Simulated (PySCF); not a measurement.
A calculated (LDA, PySCF 2.14, ANO-RCC-VTZP, the spin-free X2C one-electron Hamiltonian (Gaussian nucleus)) atom or ion has these occupied shells.

```json
{"shell": "1s α", "electrons": "1", "orbital energy (eV)": "-40119.9", "rms radius, mean of both spins (bohr)": "0.0281"}
{"shell": "1s β", "electrons": "1", "orbital energy (eV)": "-40119.9", "rms radius, mean of both spins (bohr)": "0.0281"}
{"shell": "2s α", "electrons": "1", "orbital energy (eV)": "-6420.5", "rms radius, mean of both spins (bohr)": "0.114"}
{"shell": "2s β", "electrons": "1", "orbital energy (eV)": "-6420.5", "rms radius, mean of both spins (bohr)": "0.114"}
{"shell": "2p α", "electrons": "3", "orbital energy (eV)": "-5760.8", "rms radius, mean of both spins (bohr)": "0.102"}
{"shell": "2p β", "electrons": "3", "orbital energy (eV)": "-5760.8", "rms radius, mean of both spins (bohr)": "0.102"}
{"shell": "3s α", "electrons": "1", "orbital energy (eV)": "-1376.6", "rms radius, mean of both spins (bohr)": "0.298"}
{"shell": "3s β", "electrons": "1", "orbital energy (eV)": "-1376.2", "rms radius, mean of both spins (bohr)": "0.298"}
{"shell": "3p α", "electrons": "3", "orbital energy (eV)": "-1165.9", "rms radius, mean of both spins (bohr)": "0.298"}
{"shell": "3p β", "electrons": "3", "orbital energy (eV)": "-1165.4", "rms radius, mean of both spins (bohr)": "0.298"}
{"shell": "3d α", "electrons": "5", "orbital energy (eV)": "-861.95", "rms radius, mean of both spins (bohr)": "0.275"}
{"shell": "3d β", "electrons": "5", "orbital energy (eV)": "-861.61", "rms radius, mean of both spins (bohr)": "0.275"}
{"shell": "4s α", "electrons": "1", "orbital energy (eV)": "-273.13", "rms radius, mean of both spins (bohr)": "0.679"}
{"shell": "4s β", "electrons": "1", "orbital energy (eV)": "-271.91", "rms radius, mean of both spins (bohr)": "0.679"}
{"shell": "4p α", "electrons": "3", "orbital energy (eV)": "-204.23", "rms radius, mean of both spins (bohr)": "0.722"}
{"shell": "4p β", "electrons": "3", "orbital energy (eV)": "-202.99", "rms radius, mean of both spins (bohr)": "0.722"}
{"shell": "4d α", "electrons": "5", "orbital energy (eV)": "-104.27", "rms radius, mean of both spins (bohr)": "0.809"}
{"shell": "4d β", "electrons": "5", "orbital energy (eV)": "-103.02", "rms radius, mean of both spins (bohr)": "0.809"}
{"shell": "5s α", "electrons": "1", "orbital energy (eV)": "-37.776", "rms radius, mean of both spins (bohr)": "1.64"}
{"shell": "5s β", "electrons": "1", "orbital energy (eV)": "-36.915", "rms radius, mean of both spins (bohr)": "1.64"}
{"shell": "5p α", "electrons": "3", "orbital energy (eV)": "-21.041", "rms radius, mean of both spins (bohr)": "1.93"}
{"shell": "5p β", "electrons": "3", "orbital energy (eV)": "-20.348", "rms radius, mean of both spins (bohr)": "1.93"}
{"shell": "6s α", "electrons": "1", "orbital energy (eV)": "-3.567", "rms radius, mean of both spins (bohr)": "4.83"}
{"shell": "6s β", "electrons": "1", "orbital energy (eV)": "-3.449", "rms radius, mean of both spins (bohr)": "4.83"}
{"shell": "4f α", "electrons": "2", "orbital energy (eV)": "-1.114", "rms radius, mean of both spins (bohr)": "1.52"}
```

(1) Name the element and its charge.

Results:

(1) Ce (cerium, neutral), in [Xe] 4f2 6s2, one real determinant (an excited configuration).
